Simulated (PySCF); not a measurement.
## The third ionisation energy along group 16

Calculated with PySCF 2.14 from differences of total energies of unrestricted determinants, without spin-orbit coupling. Values in eV. The last column holds reference values (NIST; (s) semi-empirical, (t) theoretical, else measured). Unmarked ones compare directly (S terms, centres of terms, or small fine structure); those marked * lie between the lowest fine-structure levels and include a spin-orbit shift.

| element | configurations | UHF | r2SCAN | SCS-MP2 (valence) | CCSD (valence) | CCSD(T) (valence) | CCSDT (valence) | reference |
| --- | --- | --- | --- | --- | --- | --- | --- | --- |
| O (aug-cc-pVDZ-DK, spin-free X2C) | [He] 2s2 2p2 → [He] 2s2 2p1 | 54.626 | 55.633 | 54.675 | 54.540 | 54.545 | 54.546 | 54.936 (s) * |
| S (aug-cc-pVDZ-DK, spin-free X2C) | [Ne] 3s2 3p2 → [Ne] 3s2 3p1 | 34.143 | 35.010 | 34.378 | 34.485 | 34.494 | 34.496 | 34.86 ± 0.04 (s) * |
| Se (aug-cc-pVDZ-DK, spin-free X2C) | [Ar] 3d10 4s2 4p2 → [Ar] 3d10 4s2 4p1 | 30.976 | 31.841 | 31.167 | 31.260 | 31.266 | 31.267 | 31.697 ± 0.019 * |

"Valence" correlates the outer s and p shells and, in groups 3 to 12 and the f block, the outer d or f shell, open or full, or the next shell where the ion has no valence electron left; the wider scheme adds the next inner shell.
